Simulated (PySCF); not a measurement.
**Working with the constants of Br₂⁺**

UHF constants of Br₂⁺, doublet, unpaired electrons π ↑ (PySCF, no relativity, basis sets Br def2-TZVPPD; masses 78.9183 and 78.9183 u):

* ωe: 424.0 cm⁻¹
* ωexe: 0.824 cm⁻¹
* Be: 0.091186 cm⁻¹
* αe: 0.000254 cm⁻¹
* D (centrifugal): 1.69e-08 cm⁻¹
* De to Br⁺ + Br: 1.35 eV

**Question.** Give the vibrational terms G(v) and spacings up to v = 6.

**Answer.** G(v) = ωe(v+½) − ωexe(v+½)².

```
v  G(v) (cm⁻¹)  G(v) − G(v−1)  Bv (cm⁻¹)
0        211.8                   0.09106
1        634.1          422.4    0.09080
2       1054.8          420.7    0.09055
3       1473.9          419.1    0.09030
4       1891.3          417.4    0.09004
5       2307.1          415.8    0.08979
6       2721.2          414.1    0.08954
```

Spin–orbit coupling is left out. Hartree–Fock leaves out correlation, which carries a large part of most bond energies and some tenths to 1 eV of ionisation energies. The state was picked by a PBE0 search and need not be the measured ground state.
